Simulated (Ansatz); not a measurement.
Molecular dynamics of BClFH₃S

Input:

```yaml
crystal:
  periodic: [false, false, false]
  atoms:
    - { symbol: B, position_ang: [-0.004485, -0.294293, 0.032236] }
    - { symbol: H, position_ang: [-0.278157, 0.067716, 1.283527] }
    - { symbol: F, position_ang: [1.222151, 0.168252, -0.293876] }
    - { symbol: Cl, position_ang: [-1.451188, 0.197794, -0.928153] }
    - { symbol: S, position_ang: [0.138162, -2.333769, 0.331642] }
    - { symbol: H, position_ang: [-1.197596, -2.572414, 0.249177] }
    - { symbol: H, position_ang: [-0.134888, -0.985087, 1.293048] }
basis:
  gaussian: { orbitals: "6-31G*" }
hamiltonian:
  xc: pbe
md:
  timestep: 0.5
  n_steps: 200
  ensemble: nve
  temperature: 300.0
  initial_velocities: maxwell_boltzmann
  seed: 11864
```

Run as:

```bash
$ ansatz run input.yaml --threads 1 --pin off --max-ram 2048MiB --backend cpu --events-out ev --progress --plain --runs-dir out
```

It starts at the highest image of a converged band, a first-order saddle point between two minima.

Output, in part (one step line in 3, the closing report, with atoms numbered from 0):

```
md step     0: t =     0.00 fs  T =   300.0 K  F+E_penalty+E_count = -26786.51735902 eV  E_kin = 0.193890 eV  conserved = -26786.32346902 eV  (25 SCF iters)
md step     3: t =     1.50 fs  T =   291.6 K  F+E_penalty+E_count = -26786.51190371 eV  E_kin = 0.188478 eV  conserved = -26786.32342527 eV  (30 SCF iters)
md step     6: t =     3.00 fs  T =   274.1 K  F+E_penalty+E_count = -26786.50051151 eV  E_kin = 0.177158 eV  conserved = -26786.32335322 eV  (30 SCF iters)
md step     9: t =     4.50 fs  T =   262.3 K  F+E_penalty+E_count = -26786.49279244 eV  E_kin = 0.169495 eV  conserved = -26786.32329764 eV  (29 SCF iters)
md step    12: t =     6.00 fs  T =   268.0 K  F+E_penalty+E_count = -26786.49645853 eV  E_kin = 0.173180 eV  conserved = -26786.32327831 eV  (30 SCF iters)
md step    15: t =     7.50 fs  T =   296.2 K  F+E_penalty+E_count = -26786.51470257 eV  E_kin = 0.191424 eV  conserved = -26786.32327865 eV  (30 SCF iters)
md step    18: t =     9.00 fs  T =   348.7 K  F+E_penalty+E_count = -26786.54864155 eV  E_kin = 0.225378 eV  conserved = -26786.32326371 eV  (30 SCF iters)
md step    21: t =    10.50 fs  T =   431.0 K  F+E_penalty+E_count = -26786.60179665 eV  E_kin = 0.278528 eV  conserved = -26786.32326835 eV  (30 SCF iters)
md step    24: t =    12.00 fs  T =   543.5 K  F+E_penalty+E_count = -26786.67474743 eV  E_kin = 0.351247 eV  conserved = -26786.32350001 eV  (28 SCF iters)
md step    27: t =    13.50 fs  T =   647.8 K  F+E_penalty+E_count = -26786.74262783 eV  E_kin = 0.418688 eV  conserved = -26786.32393951 eV  (30 SCF iters)
md step    30: t =    15.00 fs  T =   695.5 K  F+E_penalty+E_count = -26786.77295359 eV  E_kin = 0.449477 eV  conserved = -26786.32347659 eV  (29 SCF iters)
md step    33: t =    16.50 fs  T =   797.5 K  F+E_penalty+E_count = -26786.83822287 eV  E_kin = 0.515424 eV  conserved = -26786.32279934 eV  (29 SCF iters)
md step    36: t =    18.00 fs  T =  1046.1 K  F+E_penalty+E_count = -26787.00025204 eV  E_kin = 0.676062 eV  conserved = -26786.32418992 eV  (29 SCF iters)
md step    39: t =    19.50 fs  T =  1215.6 K  F+E_penalty+E_count = -26787.11024877 eV  E_kin = 0.785662 eV  conserved = -26786.32458710 eV  (30 SCF iters)
md step    42: t =    21.00 fs  T =  1221.1 K  F+E_penalty+E_count = -26787.11298741 eV  E_kin = 0.789187 eV  conserved = -26786.32379996 eV  (29 SCF iters)
md step    45: t =    22.50 fs  T =  1210.0 K  F+E_penalty+E_count = -26787.10536192 eV  E_kin = 0.782055 eV  conserved = -26786.32330689 eV  (30 SCF iters)
md step    48: t =    24.00 fs  T =  1294.9 K  F+E_penalty+E_count = -26787.16024794 eV  E_kin = 0.836904 eV  conserved = -26786.32334435 eV  (29 SCF iters)
md step    51: t =    25.50 fs  T =  1470.3 K  F+E_penalty+E_count = -26787.27408580 eV  E_kin = 0.950278 eV  conserved = -26786.32380787 eV  (29 SCF iters)
md step    54: t =    27.00 fs  T =  1630.6 K  F+E_penalty+E_count = -26787.37817557 eV  E_kin = 1.053833 eV  conserved = -26786.32434291 eV  (30 SCF iters)
md step    57: t =    28.50 fs  T =  1661.9 K  F+E_penalty+E_count = -26787.39791320 eV  E_kin = 1.074070 eV  conserved = -26786.32384286 eV  (29 SCF iters)
md step    60: t =    30.00 fs  T =  1629.4 K  F+E_penalty+E_count = -26787.37615228 eV  E_kin = 1.053090 eV  conserved = -26786.32306201 eV  (28 SCF iters)
md step    63: t =    31.50 fs  T =  1640.0 K  F+E_penalty+E_count = -26787.38379900 eV  E_kin = 1.059934 eV  conserved = -26786.32386500 eV  (28 SCF iters)
md step    66: t =    33.00 fs  T =  1588.6 K  F+E_penalty+E_count = -26787.35088197 eV  E_kin = 1.026730 eV  conserved = -26786.32415246 eV  (29 SCF iters)
md step    69: t =    34.50 fs  T =  1442.2 K  F+E_penalty+E_count = -26787.25572010 eV  E_kin = 0.932097 eV  conserved = -26786.32362350 eV  (29 SCF iters)
md step    72: t =    36.00 fs  T =  1314.2 K  F+E_penalty+E_count = -26787.17257168 eV  E_kin = 0.849346 eV  conserved = -26786.32322575 eV  (29 SCF iters)
md step    75: t =    37.50 fs  T =  1296.7 K  F+E_penalty+E_count = -26787.16126602 eV  E_kin = 0.838066 eV  conserved = -26786.32320008 eV  (29 SCF iters)
md step    78: t =    39.00 fs  T =  1392.6 K  F+E_penalty+E_count = -26787.22367963 eV  E_kin = 0.900032 eV  conserved = -26786.32364733 eV  (28 SCF iters)
md step    81: t =    40.50 fs  T =  1498.9 K  F+E_penalty+E_count = -26787.29300999 eV  E_kin = 0.968724 eV  conserved = -26786.32428587 eV  (28 SCF iters)
md step    84: t =    42.00 fs  T =  1486.0 K  F+E_penalty+E_count = -26787.28427546 eV  E_kin = 0.960397 eV  conserved = -26786.32387854 eV  (28 SCF iters)
md step    87: t =    43.50 fs  T =  1415.9 K  F+E_penalty+E_count = -26787.23789761 eV  E_kin = 0.915083 eV  conserved = -26786.32281422 eV  (27 SCF iters)
md step    90: t =    45.00 fs  T =  1444.4 K  F+E_penalty+E_count = -26787.25705983 eV  E_kin = 0.933489 eV  conserved = -26786.32357071 eV  (29 SCF iters)
md step    93: t =    46.50 fs  T =  1466.6 K  F+E_penalty+E_count = -26787.27202733 eV  E_kin = 0.947860 eV  conserved = -26786.32416697 eV  (28 SCF iters)
md step    96: t =    48.00 fs  T =  1388.0 K  F+E_penalty+E_count = -26787.22074649 eV  E_kin = 0.897063 eV  conserved = -26786.32368346 eV  (28 SCF iters)
md step    99: t =    49.50 fs  T =  1304.8 K  F+E_penalty+E_count = -26787.16644936 eV  E_kin = 0.843261 eV  conserved = -26786.32318842 eV  (28 SCF iters)
md step   102: t =    51.00 fs  T =  1324.8 K  F+E_penalty+E_count = -26787.17941700 eV  E_kin = 0.856248 eV  conserved = -26786.32316869 eV  (28 SCF iters)
md step   105: t =    52.50 fs  T =  1450.7 K  F+E_penalty+E_count = -26787.26132884 eV  E_kin = 0.937600 eV  conserved = -26786.32372927 eV  (28 SCF iters)
md step   108: t =    54.00 fs  T =  1561.1 K  F+E_penalty+E_count = -26787.33333787 eV  E_kin = 1.008957 eV  conserved = -26786.32438043 eV  (27 SCF iters)
md step   111: t =    55.50 fs  T =  1531.6 K  F+E_penalty+E_count = -26787.31362808 eV  E_kin = 0.989854 eV  conserved = -26786.32377367 eV  (27 SCF iters)
md step   114: t =    57.00 fs  T =  1464.3 K  F+E_penalty+E_count = -26787.26919613 eV  E_kin = 0.946396 eV  conserved = -26786.32280001 eV  (27 SCF iters)
md step   117: t =    58.50 fs  T =  1503.4 K  F+E_penalty+E_count = -26787.29551579 eV  E_kin = 0.971677 eV  conserved = -26786.32383856 eV  (29 SCF iters)
md step   120: t =    60.00 fs  T =  1498.7 K  F+E_penalty+E_count = -26787.29288332 eV  E_kin = 0.968637 eV  conserved = -26786.32424648 eV  (27 SCF iters)
md step   123: t =    61.50 fs  T =  1381.3 K  F+E_penalty+E_count = -26787.21630693 eV  E_kin = 0.892751 eV  conserved = -26786.32355641 eV  (28 SCF iters)
md step   126: t =    63.00 fs  T =  1286.5 K  F+E_penalty+E_count = -26787.15450098 eV  E_kin = 0.831458 eV  conserved = -26786.32304320 eV  (27 SCF iters)
md step   129: t =    64.50 fs  T =  1325.4 K  F+E_penalty+E_count = -26787.17973566 eV  E_kin = 0.856578 eV  conserved = -26786.32315752 eV  (27 SCF iters)
md step   132: t =    66.00 fs  T =  1473.4 K  F+E_penalty+E_count = -26787.27605047 eV  E_kin = 0.952238 eV  conserved = -26786.32381255 eV  (28 SCF iters)
md step   135: t =    67.50 fs  T =  1591.9 K  F+E_penalty+E_count = -26787.35314664 eV  E_kin = 1.028839 eV  conserved = -26786.32430723 eV  (29 SCF iters)
md step   138: t =    69.00 fs  T =  1587.6 K  F+E_penalty+E_count = -26787.34950462 eV  E_kin = 1.026043 eV  conserved = -26786.32346166 eV  (28 SCF iters)
md step   141: t =    70.50 fs  T =  1594.2 K  F+E_penalty+E_count = -26787.35326960 eV  E_kin = 1.030327 eV  conserved = -26786.32294307 eV  (27 SCF iters)
md step   144: t =    72.00 fs  T =  1684.0 K  F+E_penalty+E_count = -26787.41249278 eV  E_kin = 1.088352 eV  conserved = -26786.32414120 eV  (28 SCF iters)
md step   147: t =    73.50 fs  T =  1676.8 K  F+E_penalty+E_count = -26787.40794775 eV  E_kin = 1.083696 eV  conserved = -26786.32425159 eV  (28 SCF iters)
md step   150: t =    75.00 fs  T =  1553.3 K  F+E_penalty+E_count = -26787.32739978 eV  E_kin = 1.003876 eV  conserved = -26786.32352333 eV  (28 SCF iters)
md step   153: t =    76.50 fs  T =  1459.7 K  F+E_penalty+E_count = -26787.26654224 eV  E_kin = 0.943415 eV  conserved = -26786.32312755 eV  (28 SCF iters)
md step   156: t =    78.00 fs  T =  1484.3 K  F+E_penalty+E_count = -26787.28261761 eV  E_kin = 0.959298 eV  conserved = -26786.32331921 eV  (28 SCF iters)
md step   159: t =    79.50 fs  T =  1585.8 K  F+E_penalty+E_count = -26787.34882532 eV  E_kin = 1.024889 eV  conserved = -26786.32393654 eV  (28 SCF iters)
md step   162: t =    81.00 fs  T =  1633.4 K  F+E_penalty+E_count = -26787.37991023 eV  E_kin = 1.055651 eV  conserved = -26786.32425900 eV  (28 SCF iters)
md step   165: t =    82.50 fs  T =  1568.3 K  F+E_penalty+E_count = -26787.33683377 eV  E_kin = 1.013581 eV  conserved = -26786.32325309 eV  (28 SCF iters)
md step   168: t =    84.00 fs  T =  1547.3 K  F+E_penalty+E_count = -26787.32305300 eV  E_kin = 1.000051 eV  conserved = -26786.32300211 eV  (26 SCF iters)
md step   171: t =    85.50 fs  T =  1605.3 K  F+E_penalty+E_count = -26787.36165148 eV  E_kin = 1.037508 eV  conserved = -26786.32414310 eV  (28 SCF iters)
md step   174: t =    87.00 fs  T =  1570.8 K  F+E_penalty+E_count = -26787.33920168 eV  E_kin = 1.015215 eV  conserved = -26786.32398621 eV  (28 SCF iters)
md step   177: t =    88.50 fs  T =  1470.9 K  F+E_penalty+E_count = -26787.27391267 eV  E_kin = 0.950621 eV  conserved = -26786.32329209 eV  (28 SCF iters)
md step   180: t =    90.00 fs  T =  1445.9 K  F+E_penalty+E_count = -26787.25760678 eV  E_kin = 0.934500 eV  conserved = -26786.32310689 eV  (27 SCF iters)
md step   183: t =    91.50 fs  T =  1539.2 K  F+E_penalty+E_count = -26787.31826557 eV  E_kin = 0.994760 eV  conserved = -26786.32350576 eV  (28 SCF iters)
md step   186: t =    93.00 fs  T =  1663.0 K  F+E_penalty+E_count = -26787.39902920 eV  E_kin = 1.074808 eV  conserved = -26786.32422091 eV  (28 SCF iters)
md step   189: t =    94.50 fs  T =  1675.2 K  F+E_penalty+E_count = -26787.40680417 eV  E_kin = 1.082670 eV  conserved = -26786.32413447 eV  (28 SCF iters)
md step   192: t =    96.00 fs  T =  1597.9 K  F+E_penalty+E_count = -26787.35562818 eV  E_kin = 1.032720 eV  conserved = -26786.32290773 eV  (28 SCF iters)
md step   195: t =    97.50 fs  T =  1617.2 K  F+E_penalty+E_count = -26787.36869126 eV  E_kin = 1.045172 eV  conserved = -26786.32351882 eV  (29 SCF iters)
md step   198: t =    99.00 fs  T =  1645.1 K  F+E_penalty+E_count = -26787.38755273 eV  E_kin = 1.063207 eV  conserved = -26786.32434586 eV  (28 SCF iters)
md step   200: t =   100.00 fs  T =  1589.4 K  F+E_penalty+E_count = -26787.35122054 eV  E_kin = 1.027210 eV  conserved = -26786.32401053 eV  (26 SCF iters)
Total energy: -26787.35124935 eV, -984.4170012949 hartree
Atom 0 at     0.045424     1.075643    -0.246866 Å, force     0.761520    -0.705777     0.435559 eV/Å
Atom 1 at    -0.191410     1.871046     0.593167 Å, force     0.166270     0.602290     0.136432 eV/Å
Atom 2 at     1.300623     0.662807    -0.484897 Å, force    -0.852749     0.330640    -0.146375 eV/Å
Atom 3 at    -1.343261     0.246876    -0.915580 Å, force    -0.100354    -0.114896    -0.459878 eV/Å
Atom 4 at    -0.040426    -3.149813     0.576294 Å, force    -0.198600     1.027910     0.150395 eV/Å
Atom 5 at    -1.199575    -3.361371    -0.093181 Å, force    -0.066464    -0.091045    -0.063809 eV/Å
Atom 6 at    -0.349457    -1.783514     0.695735 Å, force     0.290376    -1.049122    -0.052323 eV/Å
Dipole moment:    -0.203737     0.326193    -0.059672 e Å
```

All steps were run. The conserved energy stayed within 0.18 meV per atom of its start (net change -0.077 meV per atom), so the integration is sound. The kinetic energy rose, since the run started high on the potential surface and went downhill. It ends in pieces (BClFH + H2S), so much of that is their flight and rotation, not heat. A run of 0.1 ps of so small a system gives no equilibrium averages. The orbitals stay closed-shell, which can raise the energy where a bond breaks towards radicals; this wasn't checked here.

Between its relaxed ends the band would form B1–S5, H2–H7 and break B1–H2, S5–H7. These pairs go: B1–S5 2.07 → 4.31 Å, H2–H7 1.06 → 3.66 Å, B1–H2 1.33 → 1.18 Å, S5–H7 1.68 → 1.41 Å. In the last frame they stand as before the step (other bonds may differ from the relaxed reactants and products). It ends as BClFH + H2S. Pairs count as bonded within 1.25 times the sum of covalent radii (0.12 Å more for H–H).

Last frame:

```xyz
7
Properties=species:S:1:pos:R:3
B 0.045 1.076 -0.247
H -0.191 1.871 0.593
F 1.301 0.663 -0.485
Cl -1.343 0.247 -0.916
S -0.040 -3.150 0.576
H -1.200 -3.361 -0.093
H -0.349 -1.784 0.696
```

The run took 6 min on 1 thread of Arm Neoverse V2, with other jobs on the host, peak memory 0.12 GiB.
